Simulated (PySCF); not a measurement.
PySCF input (M06-2X/def2-TZVPD):

```python
from pyscf import gto, scf, dft

mol = gto.M(
    atom='''
    B     0.04931915   -0.48223396    0.28401659
    C     1.37529055    0.10114725   -0.25806618
    C    -1.39579801    0.04806745    0.13300549
    H     1.71339043    0.83306165    0.49077754
    H     2.18486416   -0.62307284   -0.35937312
    H     1.26105037    0.64796100   -1.20309221
    H    -1.56806396    0.59376973   -0.80383161
    H    -1.54077674    0.77072855    0.95002400
    H    -2.17401524   -0.70656654    0.25577656
    ''',
    basis='def2-tzvpd',
    charge=0,
    spin=1,
    verbose=4,
)

mf = dft.UKS(mol, xc='m062x').density_fit(auxbasis='def2-universal-jkfit')
mf.grids.level = 4
mf.conv_tol = 1e-9
mf.max_cycle = 100
mf.max_memory = 1500
mf.kernel()
if not mf.converged:
    mf = mf.newton()
    mf.kernel(mf.make_rdm1())
for _ in range(2):
    mo, _, stable, _ = mf.stability(return_status=True)
    if stable:
        break
    mf.kernel(mf.make_rdm1(mo, mf.mo_occ))
mf.analyze()
```

Output:

```
PySCF version 2.14.0

[INPUT] verbose = 4
[INPUT] num. atoms = 9
[INPUT] num. electrons = 23
[INPUT] charge = 0
[INPUT] spin (= nelec alpha-beta = 2S) = 1
[INPUT] symmetry False subgroup None
[INPUT] Mole.unit = angstrom
[INPUT] Symbol           X                Y                Z      unit          X                Y                Z       unit  Magmom
[INPUT]  1 B      0.049319150000  -0.482233960000   0.284016590000 AA    0.093199686196  -0.911290112364   0.536713569933 Bohr   0.0
[INPUT]  2 C      1.375290550000   0.101147250000  -0.258066180000 AA    2.598922481202   0.191140600753  -0.487674402213 Bohr   0.0
[INPUT]  3 C     -1.395798010000   0.048067450000   0.133005490000 AA   -2.637675964113   0.090834316006   0.251343949164 Bohr   0.0
[INPUT]  4 H      1.713390430000   0.833061650000   0.490777540000 AA    3.237838657151   1.574258363378   0.927435138688 Bohr   0.0
[INPUT]  5 H      2.184864160000  -0.623072840000  -0.359373120000 AA    4.128794881778  -1.177437023255  -0.679116773330 Bohr   0.0
[INPUT]  6 H      1.261050370000   0.647961000000  -1.203092210000 AA    2.383039828581   1.224468829399  -2.273514779498 Bohr   0.0
[INPUT]  7 H     -1.568063960000   0.593769730000  -0.803831610000 AA   -2.963211430201   1.122062170757  -1.519021593168 Bohr   0.0
[INPUT]  8 H     -1.540776740000   0.770728550000   0.950024000000 AA   -2.911646057700   1.456465875883   1.795285171764 Bohr   0.0
[INPUT]  9 H     -2.174015240000  -0.706566540000   0.255776560000 AA   -4.108293394231  -1.335217249382   0.483347647483 Bohr   0.0

nuclear repulsion = 60.809230449762
number of shells = 69
number of NR pGTOs = 222
number of NR cGTOs = 165
basis = def2-tzvpd
ecp = {}

******** <class 'pyscf.df.df_jk.DFUKS'> ********
method = DFUKS
initial guess = minao
damping factor = 0
level_shift factor = 0
DIIS = <class 'pyscf.scf.diis.CDIIS'>
diis_start_cycle = 1
diis_space = 8
diis_damp = 0
SCF conv_tol = 1e-09
SCF conv_tol_grad = None
SCF max_cycles = 100
direct_scf = False
number electrons alpha = 12  beta = 11
XC library pyscf.dft.libxc version 7.1.2
    S. Lehtola, C. Steigemann, M. J. T. Oliveira, and M. A. L. Marques,  SoftwareX 7, 1–5 (2018)
XC functionals = m062x
    Y. Zhao and D. G. Truhlar,  Theor. Chem. Acc. 120, 215 (2008)
    Y. Zhao and D. G. Truhlar,  Theor. Chem. Acc. 120, 215 (2008)
radial grids:
    Treutler-Ahlrichs [JCP 102, 346 (1995); DOI:10.1063/1.469408] (M4) radial grids

becke partition: Becke, JCP 88, 2547 (1988); DOI:10.1063/1.454033
pruning grids: <function nwchem_prune>
grids dens level: 4
symmetrized grids: False
atomic radii adjust function: <function treutler_atomic_radii_adjust>
small_rho_cutoff = 0
Set gradient conv threshold to 3.16228e-05
tot grids = 179568
******** <class 'pyscf.df.df.DF'> ********
auxbasis = def2-universal-jkfit
init E= -104.723832166201
[...]
  beta  nocc = 11  HOMO = -0.388936747059603  LUMO = -0.0469882666649184
  HOMO = -0.215428968036  LUMO = -0.0469882666649  gap/eV = 4.58350
Extra cycle  E= -104.579781431473  delta_E= -1.05e-11  |g|= 1.31e-06  |ddm|= 1.64e-05
converged SCF energy = -104.579781431473  <S^2> = 0.75264665  2S+1 = 2.0026449
uhf_internal: lowest eigs of H = [0.12397431 0.31034009 0.36432485]
<class 'pyscf.df.df_jk.DFUKS'> wavefunction is stable in the internal stability analysis
**** SCF Summaries ****
Total Energy =                        -104.579781431473037
Nuclear Repulsion Energy =              60.809230449761998
One-electron Energy =                 -258.956024605167727
Two-electron Energy =                   93.567012723932692
Two-electron Coulomb Energy =          110.635308357904634
DFT Exchange-Correlation Energy =      -17.068295633971939
HOMO-LUMO gap [eV] =                     4.583504946479851
**** MO energy ****
                             alpha | beta                alpha | beta
MO #1   energy= -10.5130270468778  | -10.5125434548482  occ= 1 | 1
MO #2   energy= -10.5130214780539  | -10.5125359834474  occ= 1 | 1
MO #3   energy= -7.05615913637924  | -7.04946389983342  occ= 1 | 1
MO #4   energy= -0.811553724555964 | -0.805098223462647 occ= 1 | 1
MO #5   energy= -0.779057589260105 | -0.776108658384668 occ= 1 | 1
MO #6   energy= -0.511553215030958 | -0.497428629366119 occ= 1 | 1
MO #7   energy= -0.486352346701329 | -0.477540438516338 occ= 1 | 1
MO #8   energy= -0.476207514160003 | -0.464067251529861 occ= 1 | 1
MO #9   energy= -0.461362041052007 | -0.455026147633035 occ= 1 | 1
MO #10  energy= -0.453601621880052 | -0.452905002996784 occ= 1 | 1
MO #11  energy= -0.395019039588018 | -0.388936747059603 occ= 1 | 1
MO #12  energy= -0.215428968035699 | -0.0469882666649184 occ= 1 | 0
MO #13  energy= -0.00262898534479637 | 0.0081300657799047 occ= 0 | 0
MO #14  energy= 0.0147218312795949 | 0.0242954853197951 occ= 0 | 0
MO #15  energy= 0.0364824150959311 | 0.0381327764508673 occ= 0 | 0
MO #16  energy= 0.0513312774495257 | 0.0642144601317662 occ= 0 | 0
MO #17  energy= 0.0793852085001956 | 0.0721933349527791 occ= 0 | 0
MO #18  energy= 0.0902804686337061 | 0.0858075821446255 occ= 0 | 0
MO #19  energy= 0.106068406402433  | 0.0994653580794412 occ= 0 | 0
MO #20  energy= 0.109100618391947  | 0.100140505709148  occ= 0 | 0
MO #21  energy= 0.110059699142889  | 0.103394776514545  occ= 0 | 0
MO #22  energy= 0.120998109542252  | 0.113521628711561  occ= 0 | 0
MO #23  energy= 0.144396113656663  | 0.133651335048448  occ= 0 | 0
MO #24  energy= 0.146692328906855  | 0.144636634698701  occ= 0 | 0
MO #25  energy= 0.156214845290638  | 0.156499521020918  occ= 0 | 0
MO #26  energy= 0.189532403148842  | 0.169424628813722  occ= 0 | 0
MO #27  energy= 0.202323791157591  | 0.179385865426795  occ= 0 | 0
MO #28  energy= 0.206129993810322  | 0.193092285782744  occ= 0 | 0
MO #29  energy= 0.210983979290592  | 0.208530755923994  occ= 0 | 0
MO #30  energy= 0.219942908327396  | 0.20985099451633   occ= 0 | 0
MO #31  energy= 0.22681049548145   | 0.21581886623731   occ= 0 | 0
MO #32  energy= 0.242911426121345  | 0.240696487343388  occ= 0 | 0
MO #33  energy= 0.248614292717702  | 0.243382428985125  occ= 0 | 0
MO #34  energy= 0.261904839211178  | 0.258020975978941  occ= 0 | 0
MO #35  energy= 0.269789717692815  | 0.258809675706081  occ= 0 | 0
MO #36  energy= 0.280833727662823  | 0.268892252764839  occ= 0 | 0
MO #37  energy= 0.28929465982537   | 0.294554269524427  occ= 0 | 0
MO #38  energy= 0.29622747637319   | 0.296619285354225  occ= 0 | 0
MO #39  energy= 0.299554816840582  | 0.297535191883062  occ= 0 | 0
MO #40  energy= 0.304900362152507  | 0.304523103081252  occ= 0 | 0
MO #41  energy= 0.313178506674708  | 0.308803835779102  occ= 0 | 0
MO #42  energy= 0.317681039935997  | 0.316928857813239  occ= 0 | 0
MO #43  energy= 0.333246567375107  | 0.325237619389778  occ= 0 | 0
MO #44  energy= 0.346482204836014  | 0.345356027958987  occ= 0 | 0
MO #45  energy= 0.356336815325115  | 0.350807336913311  occ= 0 | 0
MO #46  energy= 0.367643197618784  | 0.366338354905435  occ= 0 | 0
MO #47  energy= 0.372783328014708  | 0.369728200542665  occ= 0 | 0
MO #48  energy= 0.37758594426477   | 0.374964532367689  occ= 0 | 0
MO #49  energy= 0.390307404338019  | 0.378959452564407  occ= 0 | 0
MO #50  energy= 0.397979120606301  | 0.38767134490615   occ= 0 | 0
MO #51  energy= 0.400764541276545  | 0.397764303931391  occ= 0 | 0
MO #52  energy= 0.415303350900195  | 0.403830690392981  occ= 0 | 0
MO #53  energy= 0.419576003560018  | 0.408277317901436  occ= 0 | 0
MO #54  energy= 0.425031494956618  | 0.417479685160917  occ= 0 | 0
MO #55  energy= 0.449684949708239  | 0.434292707336379  occ= 0 | 0
MO #56  energy= 0.458038359138793  | 0.453110119221296  occ= 0 | 0
MO #57  energy= 0.477637738562565  | 0.473118932047503  occ= 0 | 0
MO #58  energy= 0.48428404690842   | 0.478083030156256  occ= 0 | 0
MO #59  energy= 0.490248363183978  | 0.485161008422736  occ= 0 | 0
MO #60  energy= 0.494455454937519  | 0.48871656795145   occ= 0 | 0
MO #61  energy= 0.52342306438015   | 0.51455063544102   occ= 0 | 0
MO #62  energy= 0.536256569336708  | 0.533020409843702  occ= 0 | 0
MO #63  energy= 0.537905972042697  | 0.540390758757941  occ= 0 | 0
MO #64  energy= 0.56376553887286   | 0.558164685166563  occ= 0 | 0
MO #65  energy= 0.569065728259382  | 0.560862231851552  occ= 0 | 0
MO #66  energy= 0.624720441853395  | 0.617419189884958  occ= 0 | 0
MO #67  energy= 0.674187436981666  | 0.621796444243002  occ= 0 | 0
MO #68  energy= 0.681991710547774  | 0.653223956685615  occ= 0 | 0
MO #69  energy= 0.701108239256781  | 0.684430245136586  occ= 0 | 0
MO #70  energy= 0.713796762671509  | 0.710619016888608  occ= 0 | 0
MO #71  energy= 0.729189956646594  | 0.727955926578337  occ= 0 | 0
MO #72  energy= 0.743345951950336  | 0.733835290723836  occ= 0 | 0
MO #73  energy= 0.744259619290052  | 0.73587840269255   occ= 0 | 0
MO #74  energy= 0.763719611101291  | 0.762793225695256  occ= 0 | 0
MO #75  energy= 0.769616155058111  | 0.76424799007409   occ= 0 | 0
MO #76  energy= 0.795699128998397  | 0.779788242038012  occ= 0 | 0
MO #77  energy= 0.83380906278536   | 0.825546011458297  occ= 0 | 0
MO #78  energy= 0.860694991799512  | 0.849424481620709  occ= 0 | 0
MO #79  energy= 0.91221610324267   | 0.880467008529362  occ= 0 | 0
MO #80  energy= 0.958652548422961  | 0.938543167342687  occ= 0 | 0
MO #81  energy= 1.00176744284861   | 0.989614444482413  occ= 0 | 0
MO #82  energy= 1.01952164174966   | 1.00683489887045   occ= 0 | 0
MO #83  energy= 1.04609233868009   | 1.02010459996196   occ= 0 | 0
MO #84  energy= 1.10243964831408   | 1.08334271716128   occ= 0 | 0
MO #85  energy= 1.11255766969832   | 1.1036026133072    occ= 0 | 0
MO #86  energy= 1.14160854423399   | 1.13144867301929   occ= 0 | 0
MO #87  energy= 1.15466017511686   | 1.15063575193837   occ= 0 | 0
MO #88  energy= 1.2042319272703    | 1.19437240930858   occ= 0 | 0
MO #89  energy= 1.23004358619846   | 1.2150330603763    occ= 0 | 0
MO #90  energy= 1.27148611897251   | 1.26839257195585   occ= 0 | 0
MO #91  energy= 1.29283260247904   | 1.28154160166433   occ= 0 | 0
MO #92  energy= 1.33283418029201   | 1.32109026671836   occ= 0 | 0
MO #93  energy= 1.36337456728481   | 1.37063058232727   occ= 0 | 0
MO #94  energy= 1.44365861063918   | 1.44567163075084   occ= 0 | 0
MO #95  energy= 1.65460401052934   | 1.65144423976658   occ= 0 | 0
MO #96  energy= 1.677095302142     | 1.67669870427598   occ= 0 | 0
MO #97  energy= 1.70386521121925   | 1.69617612502026   occ= 0 | 0
MO #98  energy= 1.71619582572854   | 1.70663662960794   occ= 0 | 0
MO #99  energy= 1.80571773359465   | 1.80395060269619   occ= 0 | 0
MO #100 energy= 1.81033581720039   | 1.8052832970191    occ= 0 | 0
MO #101 energy= 1.83344749234837   | 1.82989102512956   occ= 0 | 0
MO #102 energy= 1.84289566167493   | 1.84971366994455   occ= 0 | 0
MO #103 energy= 1.85449982748445   | 1.85264033806334   occ= 0 | 0
MO #104 energy= 1.88123338250899   | 1.88205591486478   occ= 0 | 0
[...]
```

It need not be the lowest isomer of its formula.
